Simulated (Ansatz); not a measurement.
Cost and result for the atomization energy of `BBCBI` (11 atoms, 10 bonds).

Z-matrix (Å, degrees):
```
C
B 1 1.577
B 1 1.539 2 104.7
H 1 1.089 2 114.7 3 128.5
H 1 1.103 2 102.3 3 -111.1
B 2 1.639 1 123.4 3 -126.7
H 2 1.205 1 117.0 3 52.8
I 3 2.126 1 121.1 2 102.1
H 3 1.190 1 123.3 2 -74.1
H 6 1.199 2 122.4 1 -90.4
H 6 1.200 2 121.4 1 89.6
```

Total charge 0; spin multiplicity 1. Correlated methods include outer-core shells of I, which these sets cover unevenly. I: def2 effective core potential. The structure was optimised at the PBE0-D4/def2-TZVP level. It is one conformer, not always the lowest. Program: Ansatz. All runs use 4 threads of a server CPU on a shared host. Times are those of one run each, without the atoms' runs, and a repeat can differ threefold. Electronic energies, without spin–orbit coupling; frozen cores. CCSD(T)/CBS adds CCSD(T) − MP2 in def2-TZVPP to the MP2 limit, and its time is that of the two runs behind it. T1 = 0.012. With those shells the extrapolation isn't a true limit. B3LYP takes the VWN-RPA correlation (the form of Gaussian; ORCA's B3LYP/G). HSE06 is the plane-wave form, built on full-range PBE exchange.

CCSD(T)/CBS is a level of theory with its own doubt, some kJ/mol a heavy atom from the limit and from the frozen cores, so smaller differences don't rank the functionals.

| level | functions | wall time |
| --- | --- | --- |
| LDA (SPW92)/def2-TZVPP | 258 | 1.3 s |
| revPBE-D4/def2-TZVPP | 258 | 2.1 s |
| BLYP-D4/def2-TZVPP | 258 | 2.3 s |
| PBE-D4/def2-TZVPP (with forces) | 258 | 2.6 s |
| HSE06-D4/def2-TZVPP | 258 | 3.2 s |
| BHLYP-D4/def2-TZVPP | 258 | 4.4 s |
| B3LYP-D4/def2-TZVPP (with forces) | 258 | 5 s |
| CCSD(T)/def2-SVP | 112 | 8.5 s |
| ωB97X-V/def2-TZVPP | 258 | 8.5 s |
| B97M-V/def2-TZVPP | 258 | 11 s |
| MP2/def2-QZVPP | 490 | 23 s |
| CCSD(T)/def2-TZVPP | 258 | 4.2 min |
| CCSD(T)/CBS(def2) | – | 4.6 min |

Task: What atomization energy does each give, and how far from CCSD(T)/CBS? (Estimate.)

Result: The calculation gave: 
| level | atomization (kcal/mol) | difference from CCSD(T)/CBS | per bond |
| --- | --- | --- | --- |
| LDA (SPW92)/def2-TZVPP | 1037.4 | 123.9 | 12.4 |
| revPBE-D4/def2-TZVPP | 916.6 | 3.1 | 0.3 |
| BLYP-D4/def2-TZVPP | 916.0 | 2.5 | 0.3 |
| PBE-D4/def2-TZVPP (with forces) | 936.8 | 23.3 | 2.3 |
| HSE06-D4/def2-TZVPP | 929.8 | 16.3 | 1.6 |
| BHLYP-D4/def2-TZVPP | 908.8 | -4.7 | -0.5 |
| B3LYP-D4/def2-TZVPP (with forces) | 923.4 | 9.9 | 1.0 |
| CCSD(T)/def2-SVP | 877.9 | -35.6 | -3.6 |
| ωB97X-V/def2-TZVPP | 920.5 | 7.0 | 0.7 |
| B97M-V/def2-TZVPP | 927.9 | 14.4 | 1.4 |
| MP2/def2-QZVPP | 921.7 | 8.2 | 0.8 |
| CCSD(T)/def2-TZVPP | 894.4 | -19.1 | -1.9 |
| CCSD(T)/CBS(def2) | 913.5 | 0.0 | 0.0 |

At CCSD(T), def2-SVP lies −35.6 kcal/mol from the extrapolated value and def2-TZVPP −19.0 kcal/mol: correlation converges slowly with the basis, and small sets miss more of it in the bonded molecule than in its fragments. The D4 term adds +8.9 kcal/mol with B3LYP and +4.7 kcal/mol with PBE0; it sums over pairs of atoms, weighted by their polarisabilities, and B3LYP, whose exchange is more repulsive, gets the larger term. From BLYP to BHLYP (50 % exact exchange), in def2-TZVPP and without D4, the atomization energy moves by −2.5 kcal/mol: exact exchange takes away binding that semilocal exchange gives to molecules.

Spin–orbit coupling would lower the free I atoms strongly, and the atomization energy with them, by more than many differences here.
